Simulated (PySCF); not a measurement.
iminoborane (BH2N), SMILES B=N.

Geometry: B3LYP-D3(BJ)/def2-TZVPD.

Two levels are set side by side: TDA-PBE/def2-TZVPD (PySCF) and ADC(2)/aug-cc-pVDZ (PySCF). Vertical, same geometry; the bases differ. Differences are taken from unrounded values.

```csv
quantity,TDA-PBE
lowest singlet excitation (eV),6.93
```

Problem. These are the TDA-PBE values. What does ADC(2) give? (Estimate from the structure and the level; the computed values follow.)

Solution. 
```csv
quantity,ADC(2),TDA-PBE minus ADC(2)
lowest singlet excitation (eV),7.27,-0.34
```

A lower first singlet is the usual sign of a functional without exact exchange. Differences between two approximate levels are no errors against the true value.

Rough cost on one machine, each run with all the roots and properties that it gave: ADC(2) against TDA-PBE within a factor of 2.
